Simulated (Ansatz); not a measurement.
The cluster Ag6Sb⁺, relaxed as a singlet with RKS r2SCAN-D4/def2-SVP in Ansatz, starting from the GFN1-xTB geometry. Force threshold 0.02 eV/Å.

In the def2 sets Ag, Sb take a core potential; there is no spin–orbit coupling. The restricted singlet is unstable towards broken spin symmetry in Hartree–Fock (as tested in another run); at r2SCAN-D4/def2-SVP this wasn't settled. The structure comes from a short search, and lower isomers may exist.

Start:

```xyz
7

Sb   -0.166    1.709    1.414
Ag    1.351   -0.466    1.856
Ag    1.903    1.344   -0.267
Ag    0.812   -1.247   -0.857
Ag   -1.353   -0.772    0.880
Ag   -1.739   -1.590   -1.803
Ag   -0.808    1.023   -1.223
```

Question: Estimate the energy that the relaxation releases and the steps that it takes.

Answer: 0.9 kcal/mol, in 3 steps; 15 s on 4 threads of Intel Xeon 6975P-C on a shared host. No frequencies were taken in this run, so the end may be a saddle point.

Question: Does the start keep its bonding and symmetry?

Answer: By distances, no bond broke or formed. The bond that changes most is Ag4–Ag6, from 2.74 to 2.65 Å (atoms count from 1). Point group Cs at the start, Cs at the end, both within 0.05 Å.

Question: Predict the relaxed structure.

Answer: 
Cartesian coordinates in Å:
```
Sb -0.1407 1.7404 1.4474
Ag 1.3325 -0.4920 1.8703
Ag 1.8937 1.3570 -0.2981
Ag 0.7669 -1.2621 -0.8792
Ag -1.3475 -0.7217 0.8633
Ag -1.6833 -1.6373 -1.8303
Ag -0.8216 1.0158 -1.1734
```
Bond lengths (bridged metal pairs left out): 7 × Ag–Ag 2.65 to 2.91 Å; 4 × Ag–Sb 2.71 to 2.80 Å.
